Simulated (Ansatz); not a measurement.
The same hydrogen abstraction along the group F, Cl, Br, I.

Gas-phase electronic energies from Ansatz, PBE0-D4/def2-TZVP geometries. CCSD(T)/CBS is the MP2 limit (def2-TZVPP, def2-QZVPP) plus CCSD(T) − MP2 in def2-TZVPP, frozen cores. Small cases extrapolate CCSD(T) itself. Open shells (•) are unrestricted, without spin–orbit coupling. Spin–orbit coupling would lower the free atoms: a little for Cl, F; clearly for Br; strongly for I. def2 core potentials past Kr. For Br, I outer-core shells are correlated without core-valence functions, so the limit isn't a true one: a few kJ/mol of doubt a bond, and 10 to 20 or more in all where bonds break to atoms. Scalar relativity is left out up to krypton.

Problem. Order these by ΔE at CCSD(T)/CBS, lowest first. (Estimate.)
A. HI + H• → I• + H₂
B. HBr + H• → Br• + H₂
C. HCl + H• → Cl• + H₂
D. H–F + H• → F• + H₂

Solution. A (-118.1 kJ/mol), B (-60.7 kJ/mol), C (-8.9 kJ/mol), D (+135.5 kJ/mol).

Largest T1 diagnostic: 0.008, for H–F.

Extrapolated directly: HCl + H• → Cl• + H₂; H–F + H• → F• + H₂.
